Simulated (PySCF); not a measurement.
PySCF job for C2H6ClFSi2, SMILES F[SiH2]/C=C(/[SiH3])Cl, TDA-B3LYP/def2-SVPD. Geometry optimised at B3LYP-D3(BJ)/def2-SVP. The structure was generated by enumeration; whether it is a known compound was not checked. Other conformers were not sampled.

```python
import numpy as np
from pyscf import gto, scf, dft, tdscf

mol = gto.M(
    atom='''
    F    -0.93484352   -3.19163147   -0.00000000
    Si    0.20366431   -2.02203289   -0.00000000
    C    -0.72021918   -0.39329461    0.00000001
    C    -0.13775698    0.81383224    0.00000000
    Si   -0.98354434    2.50057604   -0.00000000
    Cl    1.63782232    0.91086410    0.00000000
    H     1.02607202   -2.18213919    1.22593023
    H     1.02607202   -2.18213919   -1.22593024
    H    -1.81795196   -0.41274717    0.00000001
    H    -0.57051982    3.25734893    1.21352047
    H    -2.45636281    2.27949129    0.00000000
    H    -0.57051982    3.25734893   -1.21352047
    ''',
    basis='def2-SVPD',
    charge=0,
    spin=0,
    symmetry=True,
    max_memory=1600,
    verbose=4,
)
mf = dft.RKS(mol, xc='b3lyp').density_fit(auxbasis='def2-universal-jkfit')
mf.grids.level = 3
mf.conv_tol = 1e-9
mf.max_cycle = 100
mf.kernel()
mf.grids = dft.Grids(mol).set(level=1).build(with_non0tab=True)  # coarser grid for the response kernel
td = tdscf.TDA(mf)
td.singlet = True
td.nstates = 10
td.conv_tol = 1e-4
td.positive_eig_threshold = 1e-6
td.kernel(x0=td.get_init_guess(mf, 15))
td.analyze()
tt = tdscf.TDA(mf)
tt.singlet = False
tt.nstates = 4
tt.conv_tol = 1e-4
tt.positive_eig_threshold = 1e-6
tt.kernel(x0=tt.get_init_guess(mf, 9))
tt.analyze(verbose=3)
```

Output:

```
PySCF version 2.14.0

[INPUT] verbose = 4
[INPUT] num. atoms = 12
[INPUT] num. electrons = 72
[INPUT] charge = 0
[INPUT] spin (= nelec alpha-beta = 2S) = 0
[INPUT] symmetry True subgroup None
[INPUT] Mole.unit = angstrom
[INPUT] Symbol           X                Y                Z      unit          X                Y                Z       unit  Magmom
[INPUT]  1 F     -0.934843520000  -3.191631470000   0.000000000000 AA   -1.766598222124  -6.031309368843   0.000000000000 Bohr   0.0
[INPUT]  2 Si     0.203664310000  -2.022032890000   0.000000000000 AA    0.384869767249  -3.821088376963   0.000000000000 Bohr   0.0
[INPUT]  3 C     -0.720219180000  -0.393294610000   0.000000010000 AA   -1.361016999859  -0.743219099168   0.000000018897 Bohr   0.0
[INPUT]  4 C     -0.137756980000   0.813832240000   0.000000000000 AA   -0.260322963947   1.537920044941   0.000000000000 Bohr   0.0
[INPUT]  5 Si    -0.983544340000   2.500576040000   0.000000000000 AA   -1.858629433966   4.725403869249   0.000000000000 Bohr   0.0
[INPUT]  6 Cl     1.637822320000   0.910864100000   0.000000000000 AA    3.095035625500   1.721283685698   0.000000000000 Bohr   0.0
[INPUT]  7 H      1.026072020000  -2.182139190000   1.225930230000 AA    1.938995101879  -4.123645434780   2.316672382525 Bohr   0.0
[INPUT]  8 H      1.026072020000  -2.182139190000  -1.225930240000 AA    1.938995101879  -4.123645434780  -2.316672401422 Bohr   0.0
[INPUT]  9 H     -1.817951960000  -0.412747170000   0.000000010000 AA   -3.435431312016  -0.779979109989   0.000000018897 Bohr   0.0
[INPUT] 10 H     -0.570519820000   3.257348930000   1.213520470000 AA   -1.078126208436   6.155497369845   2.293221334853 Bohr   0.0
[INPUT] 11 H     -2.456362810000   2.279491290000   0.000000000000 AA   -4.641852973467   4.307614241432   0.000000000000 Bohr   0.0
[INPUT] 12 H     -0.570519820000   3.257348930000  -1.213520470000 AA   -1.078126208436   6.155497369845  -2.293221334853 Bohr   0.0

nuclear repulsion = 407.830407649407
point group symmetry = Cs
symmetry origin: [ 2.62461876e-10 -1.31230999e-09  1.57477176e-09]
symmetry axis x: [ 1.00000000e+00  1.03782313e-09 -9.31030622e-10]
symmetry axis y: [ 1.03782313e-09 -1.00000000e+00  2.06696586e-11]
symmetry axis z: [9.31030622e-10 2.06697510e-11 1.00000000e+00]
num. orbitals of irrep A' = 125
num. orbitals of irrep A" = 61
number of shells = 80
number of NR pGTOs = 282
number of NR cGTOs = 186
basis = def2-SVPD
ecp = {}


[settings echo left out]
init E= -1218.69949029365
HOMO (A") = -0.301832094834139  LUMO (A") = -0.105545830423155  gap/eV = 5.34122
cycle= 1 E= -1218.43452267452  delta_E= 0.265  |g|= 0.569  |ddm|= 4.51
HOMO (A") = -0.268480944661692  LUMO (A") = -0.0531593259980023  gap/eV = 5.85920
cycle= 2 E= -1218.33635120165  delta_E= 0.0982  |g|= 0.953  |ddm|= 1.59
HOMO (A") = -0.278754934578851  LUMO (A") = -0.0585230431074115  gap/eV = 5.99282
cycle= 3 E= -1218.49568367644  delta_E= -0.159  |g|= 0.0858  |ddm|= 0.891
HOMO (A") = -0.290221038951919  LUMO (A") = -0.0655787238196277  gap/eV = 6.11283
cycle= 4 E= -1218.4973024747  delta_E= -0.00162  |g|= 0.036  |ddm|= 0.198
HOMO (A") = -0.286694543678373  LUMO (A") = -0.0621910533523193  gap/eV = 6.10905
cycle= 5 E= -1218.49759382079  delta_E= -0.000291  |g|= 0.0185  |ddm|= 0.0911
HOMO (A") = -0.286582736769639  LUMO (A") = -0.0625574887083866  gap/eV = 6.09604
cycle= 6 E= -1218.49767482757  delta_E= -8.1e-05  |g|= 0.00292  |ddm|= 0.027
HOMO (A") = -0.286966639269937  LUMO (A") = -0.0629032551222934  gap/eV = 6.09708
cycle= 7 E= -1218.49767694997  delta_E= -2.12e-06  |g|= 0.00103  |ddm|= 0.0068
HOMO (A") = -0.286883385157718  LUMO (A") = -0.0627740180450829  gap/eV = 6.09833
cycle= 8 E= -1218.49767725088  delta_E= -3.01e-07  |g|= 0.000322  |ddm|= 0.00218
HOMO (A") = -0.286873623905926  LUMO (A") = -0.0627755459061778  gap/eV = 6.09802
cycle= 9 E= -1218.49767727944  delta_E= -2.86e-08  |g|= 4.27e-05  |ddm|= 0.000576
HOMO (A") = -0.286871917632601  LUMO (A") = -0.0627732424340306  gap/eV = 6.09804
cycle= 10 E= -1218.49767727994  delta_E= -4.97e-10  |g|= 1.24e-05  |ddm|= 0.000121
HOMO (A") = -0.286873899075577  LUMO (A") = -0.0627757791535299  gap/eV = 6.09802
Extra cycle  E= -1218.49767727992  delta_E= 1.46e-11  |g|= 1.45e-05  |ddm|= 6.13e-05
converged SCF energy = -1218.49767727992
tot grids = 49632
Overwritten attributes  positive_eig_threshold  of <class 'pyscf.tdscf.rks.TDA'>


******** <class 'pyscf.tdscf.rks.TDA'> for <class 'pyscf.df.df_jk.DFSymAdaptedRKS'> ********
nstates = 10 singlet
deg_eia_thresh = 1.000e-03
wfnsym = None
conv_tol = 0.0001
eigh lindep = 1e-12
eigh level_shift = 0
eigh max_cycle = 100


Excitation energies (eV)
[5.73998455 6.06959976 6.2234557  6.47094056 6.58757785 6.95101794
 6.99110094 7.24592515 7.38324044 7.39169769]

** Singlet excitation energies and oscillator strengths **
Excited State   1:   A"      5.73998 eV    216.00 nm  f=0.0001
      35 -> 37        0.70171
Excited State   2:   A'      6.06960 eV    204.27 nm  f=0.2992
      30 -> 37       -0.13950
      35 -> 38        0.10051
      36 -> 37       -0.65388
Excited State   3:   A"      6.22346 eV    199.22 nm  f=0.0012
      36 -> 38       -0.67730
      36 -> 39        0.15343
Excited State   4:   A"      6.47094 eV    191.60 nm  f=0.0002
      34 -> 37        0.69526
Excited State   5:   A"      6.58758 eV    188.21 nm  f=0.0006
      36 -> 38        0.16112
      36 -> 39        0.67998
Excited State   6:   A"      6.95102 eV    178.37 nm  f=0.0001
      36 -> 40        0.69933
Excited State   7:   A'      6.99110 eV    177.35 nm  f=0.1409
      33 -> 37       -0.69002
Excited State   8:   A'      7.24593 eV    171.11 nm  f=0.0570
      32 -> 37       -0.13754
      35 -> 38       -0.61007
      35 -> 39        0.21862
Excited State   9:   A'      7.38324 eV    167.93 nm  f=0.0729
      32 -> 37       -0.54799
      35 -> 39       -0.41265
Excited State  10:   A"      7.39170 eV    167.73 nm  f=0.0010
      31 -> 37       -0.62746
      36 -> 41       -0.29621

** Transition electric dipole moments (AU) **
state          X           Y           Z        Dip. S.      Osc.
  1         0.0000      0.0000      0.0243      0.0006      0.0001
  2         0.3096      1.3843     -0.0000      2.0122      0.2992
  3        -0.0000     -0.0000     -0.0870      0.0076      0.0012
  4        -0.0000      0.0000     -0.0341      0.0012      0.0002
  5        -0.0000      0.0000     -0.0586      0.0034      0.0006
  6        -0.0000     -0.0000     -0.0240      0.0006      0.0001
  7         0.4020     -0.8131      0.0000      0.8228      0.1409
  8         0.5048      0.2576     -0.0000      0.3212      0.0570
  9        -0.0968      0.6276     -0.0000      0.4032      0.0729
 10         0.0000      0.0000     -0.0748      0.0056      0.0010

** Transition velocity dipole moments (imaginary part, AU) **
state          X           Y           Z        Dip. S.      Osc.
  1         0.0000      0.0000      0.0065      0.0000      0.0001
  2        -0.0456      0.1456     -0.0000      0.0233      0.0696
  3        -0.0000     -0.0000     -0.0750      0.0056      0.0164
  4        -0.0000      0.0000      0.0205      0.0004      0.0012
  5         0.0000      0.0000     -0.0287      0.0008      0.0023
  6        -0.0000     -0.0000     -0.0025      0.0000      0.0000
  7         0.0447     -0.1330      0.0000      0.0197      0.0510
  8         0.0578     -0.0274     -0.0000      0.0041      0.0102
  9        -0.0352      0.1187     -0.0000      0.0153      0.0377
 10         0.0000      0.0000      0.0050      0.0000      0.0001

** Transition magnetic dipole moments (imaginary part, AU) **
state          X           Y           Z
  1         0.6116      0.2830      0.0000
  2         0.0000      0.0000      0.5360
  3         0.0035     -0.0742      0.0000
  4         0.0399     -0.4416     -0.0000
  5         0.1693     -0.0366      0.0000
  6         0.2815     -0.5839     -0.0000
  7        -0.0000     -0.0000     -0.1009
  8         0.0000      0.0000      0.0293
  9        -0.0000     -0.0000     -0.8267
 10         0.0472     -0.1271      0.0000


******** <class 'pyscf.tdscf.rks.TDA'> for <class 'pyscf.df.df_jk.DFSymAdaptedRKS'> ********
nstates = 4 triplet
deg_eia_thresh = 1.000e-03
wfnsym = None
conv_tol = 0.0001
eigh lindep = 1e-12
eigh level_shift = 0
eigh max_cycle = 100


Excitation energies (eV)
[3.792597   5.26539154 5.81642518 6.17333614]

** Triplet excitation energies and oscillator strengths **
Excited State   1:   A'      3.79260 eV    326.91 nm  f=0.0000
Excited State   2:   A"      5.26539 eV    235.47 nm  f=0.0000
Excited State   3:   A"      5.81643 eV    213.16 nm  f=0.0000
Excited State   4:   A"      6.17334 eV    200.84 nm  f=0.0000
```

Self-consistency was reached.
